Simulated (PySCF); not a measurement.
Calculation: PBE-D3(BJ)/def2-TZVP // r2SCAN-D4/def2-SVP in PySCF 2.14.0. Isolated molecules, 0 K electronic values unless said otherwise. 

Reference species: [Hf(Cl)(F)3] (neutral, multiplicity 1).

```yaml
coordination_number: 4
LUMO: -2.11 eV
HOMO: -8.56 eV
mean_distance_from_the_central_atom_to_its_bonded_neighbours: 2.014 Å
```

Changed species: [Hf(Cl)2(F)2] (2 of 4 Cl replaced by F; the reference has 3 of 4 Cl replaced by F).

### Question
What does the change do to the coordination number, LUMO, HOMO and mean distance from the central atom to its bonded neighbours?

### Answer
the coordination number is nearly the same; the LUMO decreases by 0.45 eV, to -2.56 eV; the HOMO rises by 0.16 eV, to -8.40 eV; the mean distance from the central atom to its bonded neighbours increases by 0.107 Å, to 2.121 Å.
